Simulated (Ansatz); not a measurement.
Geometry optimisation, RKS PBE-D4/def2-SVP (Ansatz).

The input (input.yaml):

```yaml
crystal:
  periodic: [false, false, false]
  atoms:
    - { symbol: C, position_ang: [-0.35418, 1.1362, -0.79151] }
    - { symbol: C, position_ang: [-0.20883, -0.2496, -0.46958] }
    - { symbol: F, position_ang: [-0.60521, -1.07937, -1.37185] }
    - { symbol: Si, position_ang: [0.52414, -1.0323, 1.17055] }
    - { symbol: H, position_ang: [0.00917, 1.79284, -0.00738] }
    - { symbol: H, position_ang: [-1.4059, 1.3593, -1.03321] }
    - { symbol: H, position_ang: [0.13062, 1.36023, -1.75474] }
    - { symbol: H, position_ang: [0.4369, -2.47139, 0.99091] }
    - { symbol: H, position_ang: [-0.3776, -0.40212, 2.1363] }
    - { symbol: H, position_ang: [1.85087, -0.4138, 1.13052] }
total_charge: 1
basis:
  gaussian: { orbitals: def2-SVP }
hamiltonian:
  xc: pbe
  dispersion: d4
relax:
  f_tol: 0.015
  max_steps: 40
```

Run as:

```bash
$ ansatz run input.yaml --threads 1 --pin off --max-ram 2048MiB --backend cpu --events-out ev --progress --plain --runs-dir out
```

Where does it end, and by what steps?

The forces met the threshold. The force dipped under the threshold on the way, but the program's further checks kept it going. Limits of this set-up: the dipole of an ion depends on the origin. After 24 steps the energy has fallen by 0.097 eV; F3 moved furthest, 0.76 Å.

| step | energy less start (eV) | largest force component (eV/Å) | accepted |
| --- | --- | --- | --- |
| 0 | 0.0000 | 0.733 | yes |
| 1 | -0.0711 | 0.308 | yes |
| 2 | -0.0770 | 0.087 | yes |
| 3 | -0.0769 | 0.099 | no |
| 4 | -0.0774 | 0.021 | yes |
| 5 | -0.0777 | 0.006 | yes |
| 6 | -0.0777 | 0.006 | yes |
| 7 | -0.0778 | 0.023 | yes |
| 8 | -0.0779 | 0.040 | yes |
| 9 | -0.0781 | 0.160 | yes |
| 10 | -0.0788 | 0.137 | yes |
| 11 | -0.0849 | 0.050 | yes |
| 12 | -0.0864 | 0.126 | yes |
| 13 | -0.0830 | 0.581 | no |
| 14 | -0.0856 | 0.228 | no |
| 15 | -0.0888 | 0.048 | yes |
| 16 | -0.0915 | 0.172 | yes |
| 17 | -0.0926 | 0.226 | yes |
| 18 | -0.0941 | 0.213 | yes |
| 19 | -0.0955 | 0.142 | yes |
| 20 | -0.0957 | 0.137 | yes |
| 21 | -0.0967 | 0.110 | yes |
| 22 | -0.0967 | 0.049 | yes |
| 23 | -0.0970 | 0.016 | yes |
| 24 | -0.0971 | 0.011 | yes |

```xyz
10
Properties=species:S:1:pos:R:3
C -0.423 1.144 -0.835
C -0.002 -0.211 -0.551
F 0.123 -0.988 -1.571
Si 0.439 -1.004 1.179
H -0.041 1.868 -0.085
H -1.537 1.130 -0.656
H -0.260 1.453 -1.888
H -0.017 -2.423 1.092
H -0.215 -0.131 2.198
H 1.934 -0.839 1.117
```

Time of the run: 74 s on 1 thread of Arm Neoverse V1 (shared host), peak memory 0.12 GiB.
